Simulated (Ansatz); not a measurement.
Molecule: sum formula H$_{5}$SiN$_{2}$O$_{2}$ (charge -1, singlet). It need not be the lowest isomer of its formula. Whether it binds its extra electron was not tested at this geometry. 
Coordinates optimised at B3LYP-D3(BJ)/def2-TZVP (Ansatz, a quantum-chemistry and plane-wave program):
```xyz
10

Si    -0.0335     0.1258    -0.0654
O     -0.4807    -0.9981    -1.2583
O      1.6043    -0.0997     0.3104
N     -0.2806     1.7068    -0.4203
N     -0.7264    -0.6914     1.3732
H     -0.5445    -1.8654    -0.8459
H      2.0403     0.6928    -0.0197
H     -1.0506     1.9395    -1.0358
H     -0.2217    -0.4241     2.2108
H     -1.6946    -0.4288     1.5193
```
Charge -1, spin multiplicity 1.

Basis-set convergence of Hartree-Fock and CCSD(T) correlation energies (hartree) with Ansatz. Valence correlation only, unless marked. No spin-orbit coupling. Non-relativistic. This anion needs diffuse functions, which these sets lack.

```tsv
basis	functions	E(HF)	E(corr, CCSD(T))	rough core time
cc-pV(D+d)Z	104	-550.60204	-0.87138	under 20 s
cc-pV(T+d)Z	229	(withheld)	(withheld)	2.5 min
```

Q: Some entries are withheld; supply them.

A: 
- cc-pV(T+d)Z, E(HF): -550.73104
- cc-pV(T+d)Z, E(corr, CCSD(T)): -1.10661
